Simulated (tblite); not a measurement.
Parent: `[CH3:1][S:2][c:3]1[cH:4][cH:5][cH:6][p:7][cH:8]1` with C1–S2–C3–C4 -176°, C6H7PS.

The geometries are computed with GFN2-xTB (gas phase). One conformer each, not checked by frequencies here.

```json
{"coordinate of the parent": "C1–S2", "value": "1.814 Å"}
{"coordinate of the parent": "S2–C3", "value": "1.773 Å"}
{"coordinate of the parent": "C3–C4", "value": "1.395 Å"}
{"coordinate of the parent": "C4–C5", "value": "1.380 Å"}
{"coordinate of the parent": "C5–C6", "value": "1.382 Å"}
{"coordinate of the parent": "C6–P7", "value": "1.730 Å"}
{"coordinate of the parent": "P7–C8", "value": "1.734 Å"}
{"coordinate of the parent": "C3–C8", "value": "1.379 Å"}
{"coordinate of the parent": "C1–S2–C3", "value": "104.7°"}
{"coordinate of the parent": "S2–C3–C4", "value": "114.1°"}
{"coordinate of the parent": "S2–C3–C8", "value": "122.9°"}
{"coordinate of the parent": "C4–C3–C8", "value": "123.0°"}
{"coordinate of the parent": "C3–C4–C5", "value": "122.8°"}
{"coordinate of the parent": "C4–C5–C6", "value": "123.7°"}
{"coordinate of the parent": "C5–C6–P7", "value": "124.8°"}
{"coordinate of the parent": "C6–P7–C8", "value": "100.6°"}
{"coordinate of the parent": "C3–C8–P7", "value": "125.1°"}
```

Task: How does the shared frame change in `[CH3:1][S:2][c:3]1[cH:4][cH:5][cH:6][p:7][c:8]1[Cl:9]` with C1–S2–C3–C4 -2°, C6H6ClPS? Atoms pair as C1 = C1, S2 = S2, C3 = C3, C4 = C4, C5 = C5, C6 = C6, P7 = P7, C8 = C8 (parent first).

Result: 
| parent | relative | value in the relative | change |
| --- | --- | --- | --- |
| C1–S2 | C1–S2 | 1.815 Å | +0.001 |
| S2–C3 | S2–C3 | 1.767 Å | -0.006 |
| C3–C4 | C3–C4 | 1.390 Å | -0.005 |
| C4–C5 | C4–C5 | 1.385 Å | +0.005 |
| C5–C6 | C5–C6 | 1.378 Å | -0.004 |
| C6–P7 | C6–P7 | 1.733 Å | +0.003 |
| P7–C8 | P7–C8 | 1.738 Å | +0.004 |
| C3–C8 | C3–C8 | 1.391 Å | +0.012 |
| C1–S2–C3 | C1–S2–C3 | 104.2° | -0.5 |
| S2–C3–C4 | S2–C3–C4 | 123.2° | +9.1 |
| S2–C3–C8 | S2–C3–C8 | 115.3° | -7.6 |
| C4–C3–C8 | C4–C3–C8 | 121.5° | -1.5 |
| C3–C4–C5 | C3–C4–C5 | 122.8° | 0.0 |
| C4–C5–C6 | C4–C5–C6 | 124.1° | +0.4 |
| C5–C6–P7 | C5–C6–P7 | 125.4° | +0.6 |
| C6–P7–C8 | C6–P7–C8 | 99.0° | -1.6 |
| C3–C8–P7 | C3–C8–P7 | 127.0° | +1.9 |

Of the parent's bonds, C3–C8 changes most (+0.012 Å). Bonds of the relative outside the shared frame: C8–Cl9 1.733 Å.

Task: How does the shared frame change in `[CH3:1][S:2][c:3]1[cH:4][cH:5][cH:6][p:7][c:8]1[CH:9]=[O:10]` with C1–S2–C3–C4 -2°, P7–C8–C9–O10 0°, C7H7OPS? Atoms pair as C1 = C1, S2 = S2, C3 = C3, C4 = C4, C5 = C5, C6 = C6, P7 = P7, C8 = C8 (parent first).

Result: 
| parent | relative | value in the relative | change |
| --- | --- | --- | --- |
| C1–S2 | C1–S2 | 1.817 Å | +0.003 |
| S2–C3 | S2–C3 | 1.770 Å | -0.003 |
| C3–C4 | C3–C4 | 1.389 Å | -0.006 |
| C4–C5 | C4–C5 | 1.386 Å | +0.006 |
| C5–C6 | C5–C6 | 1.378 Å | -0.004 |
| C6–P7 | C6–P7 | 1.733 Å | +0.003 |
| P7–C8 | P7–C8 | 1.756 Å | +0.022 |
| C3–C8 | C3–C8 | 1.401 Å | +0.022 |
| C1–S2–C3 | C1–S2–C3 | 105.1° | +0.4 |
| S2–C3–C4 | S2–C3–C4 | 121.2° | +7.1 |
| S2–C3–C8 | S2–C3–C8 | 116.9° | -6.0 |
| C4–C3–C8 | C4–C3–C8 | 121.9° | -1.1 |
| C3–C4–C5 | C3–C4–C5 | 123.0° | +0.2 |
| C4–C5–C6 | C4–C5–C6 | 124.4° | +0.7 |
| C5–C6–P7 | C5–C6–P7 | 125.3° | +0.5 |
| C6–P7–C8 | C6–P7–C8 | 99.6° | -1.0 |
| C3–C8–P7 | C3–C8–P7 | 125.8° | +0.7 |

Of the parent's bonds, P7–C8 and C3–C8 change most and about equally (+0.022 Å). Bonds of the relative outside the shared frame: C8–C9 1.455, C9=O10 1.208 Å.

Task: How does the shared frame change in `[CH3:1][S:2][c:3]1[cH:4][cH:5][c:6]([C:7]([F:8])([F:9])[F:10])[p:11][cH:12]1` with C1–S2–C3–C4 180°, C7H6F3PS? Atoms pair as C1 = C1, S2 = S2, C3 = C3, C4 = C4, C5 = C5, C6 = C6, P7 = P11, C8 = C12 (parent first).

Result: 
```json
{"parent": "C1–S2", "relative": "C1–S2", "value in the relative": "1.815 Å", "change": "+0.001"}
{"parent": "S2–C3", "relative": "S2–C3", "value in the relative": "1.764 Å", "change": "-0.009"}
{"parent": "C3–C4", "relative": "C3–C4", "value in the relative": "1.399 Å", "change": "+0.004"}
{"parent": "C4–C5", "relative": "C4–C5", "value in the relative": "1.375 Å", "change": "-0.005"}
{"parent": "C5–C6", "relative": "C5–C6", "value in the relative": "1.390 Å", "change": "+0.008"}
{"parent": "C6–P7", "relative": "C6–P11", "value in the relative": "1.738 Å", "change": "+0.008"}
{"parent": "P7–C8", "relative": "P11–C12", "value in the relative": "1.733 Å", "change": "-0.001"}
{"parent": "C3–C8", "relative": "C3–C12", "value in the relative": "1.381 Å", "change": "+0.002"}
{"parent": "C1–S2–C3", "relative": "C1–S2–C3", "value in the relative": "104.8°", "change": "+0.1"}
{"parent": "S2–C3–C4", "relative": "S2–C3–C4", "value in the relative": "114.0°", "change": "-0.1"}
{"parent": "S2–C3–C8", "relative": "S2–C3–C12", "value in the relative": "123.2°", "change": "+0.3"}
{"parent": "C4–C3–C8", "relative": "C4–C3–C12", "value in the relative": "122.8°", "change": "-0.2"}
{"parent": "C3–C4–C5", "relative": "C3–C4–C5", "value in the relative": "122.8°", "change": "0.0"}
{"parent": "C4–C5–C6", "relative": "C4–C5–C6", "value in the relative": "123.2°", "change": "-0.5"}
{"parent": "C5–C6–P7", "relative": "C5–C6–P11", "value in the relative": "125.7°", "change": "+0.9"}
{"parent": "C6–P7–C8", "relative": "C6–P11–C12", "value in the relative": "99.4°", "change": "-1.2"}
{"parent": "C3–C8–P7", "relative": "C3–C12–P11", "value in the relative": "126.1°", "change": "+1.0"}
```

Of the parent's bonds, S2–C3, C5–C6 and C6–P7 change most and about equally (-0.009 to +0.008 Å). Bonds of the relative outside the shared frame: C6–C7 1.493, C7–F8 1.347, C7–F9 1.347, C7–F10 1.343 Å.
